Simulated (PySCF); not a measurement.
A calculated (UHF, PySCF 2.14, dyall-av2z, no relativity, point nucleus) atom or ion has these occupied shells.

```tsv
shell	electrons	orbital energy (eV)	rms radius, mean of both spins (bohr)
1s α	1	-209.60	0.379
1s β	1	-209.19	0.379
2s α	1	-14.836	2.18
2s β	1	-12.148	2.18
2p α	1	-8.670	2.46
```

Problem. Name the element and its charge.

Solution. B (boron, neutral), in [He] 2s2 2p1, 2P determinant.
